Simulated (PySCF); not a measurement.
ethyl chloride (C2H5Cl), singlet, geometry from GFN2-xTB. Base run: B3LYP/6-31G* run with PySCF.

Input for PySCF:
```python
from pyscf import gto, scf, dft, solvent

mol = gto.M(
    atom='''
C    -0.005783    0.814080    0.003881
C     1.499375    0.645713    0.011974
Cl   -0.816446   -0.780030   -0.008581
H    -0.355827    1.333082    0.895817
H    -0.345282    1.341658   -0.887099
H     1.972005    1.625798    0.019483
H     1.818341    0.096360    0.894178
H     1.828785    0.104853   -0.871640
''',
    basis='6-31g*',
    charge=0,
    spin=0,
    verbose=3,
)

mf = dft.RKS(mol)
mf.xc = 'b3lyp'
mf.kernel()
```

Base: dipole (D) 2.16; HOMO-LUMO gap (eV) 8.97.

A changed run: ΔE vs base (kcal/mol) -4.41; dipole (D) 2.92; HOMO-LUMO gap (eV) 9.22.

Q: What was changed between the two runs?
A. model = IEF-PCM; solvent = dichloromethane
B. model = IEF-PCM; solvent = dimethylsulfoxide; r_probe = 0.5
C. model = ddCOSMO; solvent = dimethylsulfoxide
D. model = IEF-PCM; solvent = dimethylsulfoxide; vdw_scale = 1.0
E. model = IEF-PCM; solvent = dimethylsulfoxide; lebedev_order = 41

A: D, model = IEF-PCM; solvent = dimethylsulfoxide; vdw_scale = 1.0

The base is the gas phase, so ΔE is the electrostatic part of solvation at a fixed geometry, without cavity and dispersion terms.
